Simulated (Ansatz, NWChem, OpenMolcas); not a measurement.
# A family of molecules: the HOMO–LUMO gap

One atom is swapped for its congeners: AgF; AgCl (silver chloride); AgBr; AgI. All are singlets with charge 0.

Shapes, held fixed at every level: PBE0-D4/def2-TZVP; AgI at the measured bond length. Programs: Ansatz 0.2.0, NWChem 7.3.0, OpenMolcas 26.06. A level may come from different programs for different species; with the same settings they agree closely. Values in eV.

| level | AgF | AgCl | AgBr | AgI |
| --- | --- | --- | --- | --- |
| HF/STO-3G | 10.02 | 10.01 | 10.05 | 10.09 |
| HF/3-21G | 9.80 | 9.50 | 8.69 | 8.14 |
| HF/def2-SVP | 10.99 | 9.69 | 9.07 | 8.35 |
| PBE0/def2-SVP | 4.65 | 4.27 | 3.99 | 3.68 |

At PBE0/def2-SVP the HOMO–LUMO gap falls at every step, from 4.65 to 3.68 eV. 3 of 4 levels show this order throughout; 3 agree on the largest and the smallest. For atoms past krypton def2 sets carry core potentials with scalar relativity. All-electron rows are non-relativistic unless named. Relativity is left out for Br unless named. Orbital gaps aren't excitation energies, and the LUMO depends on the basis.
